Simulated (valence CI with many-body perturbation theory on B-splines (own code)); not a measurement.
## Sn18+: electric-dipole lines

Computed by relativistic CI+MBPT: four valence electrons over a frozen Dirac-Fock core [Ar] 3d10, a basis of 11 s, 11 p, 10 d, 8 f, 5 g, 2 h functions for each j, with the one-electron correlation potential Σ1, the two-electron term Σ2, the three-electron term Σ3, Breit, model QED; selected CI, second order for the rest, scaled by the run's own slope (own B-spline code, finite nucleus).

No measured spectrum was set against this ion. As an estimate, levels hold to about 250 cm⁻¹ or 0.2 % of their energy and the worst to 1 %, as in measured heavy ions of charge 2 to 7; those with d or f electrons hold less well. Among the levels kept, up to 560 cm⁻¹ of a level comes from second order outside the variational space, and about a tenth of that is noise between levels of different J, which matters for small intervals.

Lines 51 to 100 of 569 in falling wavelength, among levels below 214.74 eV, chosen from the strongest by gf and those to the six lowest levels. Wavelengths and rates use the calculated energies, so an error of 1000 cm⁻¹ moves a line at 242.9 Å by 0.24 % and its rate by three times that or more. Electric multipoles are in the length gauge, E1 and E2 with the static RPA response of the core. Weak lines are less certain than strong ones. Lines between different terms over intervals too small for the method are left out, as are lines whose strength nearly cancels. Where a level lies close to another of its J and parity, the split of strength between their lines is uncertain.

Names give the largest LS component (configuration and term), which can be under half, so a name can repeat, a term be missing and a line seem to break the LS rules; names also repeat where a configuration has a term twice. Letters in brackets count levels of one name in rising energy.

```tsv
λ vac (Å)	Upper	Lower	A (s⁻¹)	log gf	Branch %
242.9	4s4p²4d ³G_5	4s²4p4d ³F°_4	9.34e+09	-0.04	100.0
242.0	4p³4d ³D°_3	4s4p²4d ³F_4 [a]	5.91e+09	-0.44	13.1
240.9	4p³4d ³G°_4	4s4p²4d ³F_4 [a]	7.53e+09	-0.23	24.5
240.9	4p³4d ⁵D°_3	4s4p²4d ⁵D_4	1.29e+10	-0.10	28.7
240.9	4p³4d ³G°_5	4s4p²4d ³G_4	4.94e+09	-0.33	21.3
238.5	4p³4d ³D°_2	4s4p²4d ³P_1 [b]	5.79e+09	-0.61	10.1
238.4	4p³4d ³F°_4 [b]	4s4p²4d ³D_3 [d]	3.73e+09	-0.54	9.0
238.2	4p³4d ³G°_4	4s4p²4d ³G_3	2.61e+09	-0.70	8.5
237.0	4p³4d ⁵D°_4	4s4p²4d ⁵F_5	1.80e+10	0.14	37.6
236.6	4p⁴ ³P_2	4s4p³ ³D°_2	7.28e+09	-0.51	19.7
236.4	4p³4d ³F°_2 [a]	4s4p²4d ⁵F_3 [b]	1.06e+10	-0.35	30.3
235.3	4s4p³ ³S°_1	4s²4p² ³P_2	1.65e+09	-1.39	1.4
235.3	4p³4d ³P°_2 [b]	4s4p²4d ³S_1	5.69e+09	-0.63	8.6
234.3	4s4p²4d ³D_3 [d]	4s²4p4d ³P°_2 [b]	5.11e+09	-0.53	8.0
234.2	4s4p²4d ¹D_2 [b]	4s²4p4d ¹P°_1	9.51e+09	-0.41	11.2
234.0	4s4p²4d ³F_4 [b]	4s²4p4d ³D°_3	5.38e+09	-0.40	2.0
232.2	4p³4d ⁵D°_4	4s4p²4d ⁵D_4	5.74e+09	-0.38	12.0
232.1	4p³4d ¹D°_2 [b]	4s4p²4d ³P_2 [b]	6.17e+09	-0.60	2.7
231.2	4s4p²4d ³D_3 [a]	4s²4p4d ³P°_2 [a]	9.06e+09	-0.29	12.9
230.7	4p⁴ ¹D_2	4s4p³ ¹D°_2	5.85e+09	-0.63	20.5
230.7	4p³4d ⁵D°_3	4s4p²4d ⁵F_4	4.38e+09	-0.61	9.7
230.0	4p³4d ¹G°_4	4s4p²4d ³G_3	2.83e+09	-0.69	9.2
227.5	4p³4d ¹F°_3 [b]	4s4p²4d ³F_4 [c]	5.52e+09	-0.52	6.9
226.5	4s4p²4d ³D_3 [b]	4s²4p4d ³P°_2 [a]	9.30e+09	-0.30	5.8
226.5	4p³4d ¹F°_3 [a]	4s4p²4d ³F_3 [b]	4.06e+09	-0.66	2.7
225.4	4s4p²4d ³G_4	4s²4p4d ³F°_3	1.41e+10	-0.02	76.3
225.2	4s4p³ ³P°_2	4s²4p² ³P_2	1.91e+10	-0.14	90.9
224.4	4p³4d ⁵D°_1	4s4p²4d ⁵D_2	1.41e+10	-0.49	20.5
224.4	4p³4d ³F°_3 [b]	4s4p²4d ³D_3 [b]	6.44e+09	-0.47	4.6
222.7	4p³4d ⁵D°_4	4s4p²4d ⁵F_4	6.77e+09	-0.34	14.1
222.1	4p³4d ³D°_3	4s4p²4d ³P_2 [a]	7.22e+09	-0.43	16.0
221.0	4s4p³ ³D°_1	4s²4p² ³P_0	1.54e+10	-0.47	88.3
220.6	4s4p²4d ³G_3	4s²4p4d ³F°_2	1.52e+10	-0.11	76.7
220.5	4s4p²4d ³D_3 [d]	4s²4p4d ¹D°_2	5.04e+09	-0.59	7.8
220.3	4s4p²4d ³F_4 [c]	4s²4p4d ³D°_3	7.56e+09	-0.31	14.1
219.5	4s4p³ ³P°_1	4s²4p² ¹D_2	7.42e+08	-1.79	2.9
218.7	4s4p²4d ¹F_3	4s²4p4d ¹F°_3	2.06e+10	0.02	7.9
217.8	4p³4d ³D°_2	4s4p²4d ³D_3 [a]	6.23e+09	-0.65	10.8
217.8	4p³4d ¹D°_2 [a]	4s4p²4d ³G_3	1.32e+10	-0.33	22.7
217.7	4s4p²4d ³F_2 [c]	4s²4p4d ³D°_1	1.24e+10	-0.36	5.7
217.6	4s4p²4d ³F_2 [b]	4s²4p4d ³F°_2	1.61e+10	-0.24	17.2
216.4	4s4p³ ¹D°_2	4s²4p² ¹D_2	2.44e+10	-0.07	95.2
216.4	4s4p³ ³P°_0	4s²4p² ³P_1	1.85e+10	-0.89	100.0
216.2	4s4p²4d ¹D_2 [a]	4s²4p4d ³D°_3	9.00e+09	-0.50	4.6
215.3	4s4p²4d ³D_3 [f]	4s²4p4d ³P°_2 [b]	9.51e+09	-0.33	5.8
214.6	4s4p²4d ³F_3 [b]	4s²4p4d ³P°_2 [a]	7.19e+09	-0.46	6.8
214.1	4s4p²4d ³D_2 [b]	4s²4p4d ³P°_2 [a]	6.91e+09	-0.62	4.2
214.1	4p³4d ³F°_3 [b]	4s4p²4d ³G_4	5.05e+09	-0.61	3.6
214.1	4s4p²4d ³D_2 [d]	4s²4p4d ³P°_2 [b]	1.28e+10	-0.36	5.8
213.8	4s4p²4d ³D_2 [c]	4s²4p4d ³D°_1	9.30e+09	-0.50	6.2
```

(1) How does gf follow from A for the line at 217.6 Å?

Answers

(1) gf = 1.4992 × (2J+1)_upper × A / σ², with σ = 459612 cm⁻¹ and 2J+1 = 5: gf = 0.570.
